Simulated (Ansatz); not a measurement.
`CC[SiH](O)F` → `O[SiH2]F` + `C=C` at 500 K and 1 bar (β-hydride elimination).

Isolated molecules relaxed with PBE0-D4/def2-TZVP in Ansatz; ΔE leaves out vibrations. CBS: MP2 limit from def2 TZ/QZ plus the TZ coupled-cluster correction, frozen cores. This one scheme is used for every species. Each species was taken in one conformer, which may not be the lowest.

```csv
species,CCSD(T)/CBS energy (Eh),H − E (kJ/mol),S (J/(mol·K))
`CC[SiH](O)F`,-544.49944,289.5,416.8
`O[SiH2]F`,-465.96250,118.8,315.1
`C=C`,-78.48111,155.1,245.3
```

H − E and S are ideal-gas, rigid-rotor, harmonic terms from PBE0-D4/def2-TZVP, for one conformer and one mirror image of each species. 1 Eh = 2625.50 kJ/mol, R = 8.31446 J/(mol·K).

Question: By hand: ΔE, ΔH, ΔS and ΔG.

Answer: ΔE = (-465.96250) + (-78.48111) − (-544.49944) = 0.05583 Eh = 146.6 kJ/mol. Δ(H − E) = 118.8 + 155.1 − 289.5 = -15.6, so ΔH = 131.0 kJ/mol. ΔS = 315.1 + 245.3 − 416.8 = 143.6 J/(mol·K). ΔG = 131.0 − 500 × (143.6)/1000 = 59.2 kJ/mol.

Question: By hand: the equilibrium constant, and the temperature at which ΔG would vanish if ΔH and ΔS stayed fixed.

Answer: log₁₀ K = −ΔG/(RT ln 10) = -6.2. ΔG = 0 at ΔH/ΔS = 912 K.

The number of gas molecules changes by +1, which sets the sign of ΔS. A doubt of 5 kJ/mol in ΔE shifts log₁₀ K by 0.5 here. Other conformers and mirror images would add mixing entropy, several J/(mol·K) or more a flexible species. These are equilibria of isolated gas molecules and say nothing of rates. Largest T1 diagnostic: 0.011 (customary marks: 0.02 for closed shells, 0.045 for open ones).
